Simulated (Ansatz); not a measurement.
Zn7Se6I2. Total charge 0; singlet. Geometry r2SCAN-D4/def2-SVP, basis def2-SVP, Ansatz.

Cartesian coordinates in Å:
```
Zn 1.036 0.695 4.015
Zn -0.483 -2.020 -1.703
Zn -0.857 -0.092 -3.666
Zn 1.429 0.336 -1.379
Zn 1.207 -0.920 1.246
Zn -0.816 1.543 -0.493
Zn -0.592 1.364 2.456
Se 0.111 1.830 -2.818
Se -1.421 -2.259 -3.860
Se -2.023 -0.671 -0.290
Se -1.209 -1.029 1.932
Se 1.785 -1.988 -0.900
Se 1.418 1.564 0.746
I 2.644 -1.392 3.482
I -2.229 3.040 1.232
```

```
run  HOMO (eV)  LUMO (eV)
  A      -8.02       0.55
  B      -5.62      -3.18
  C      -5.34      -3.15
  D      -6.29      -2.48
```

In the def2 sets I takes a core potential; there is no spin–orbit coupling. Single mean-field runs in def2-SVP are fitted with def2-universal-jkfit. Another isomer (singlet) lies 1.09 eV lower at PBE0-D4/def2-TZVP; other spin states weren't run for this one.

The runs used HF, PBE, PBE0, r2SCAN. Estimate which is which.

A HF (100 % exact exchange); B r2SCAN (0 % exact exchange); C PBE (0 % exact exchange); D PBE0 (25 % exact exchange). Exact exchange lowers occupied and raises empty levels; among semilocal functionals meta-GGAs tend to open the gap a little, and such runs are hard to tell apart. The gap grows from 2.19 eV (PBE) to 8.57 eV (HF).
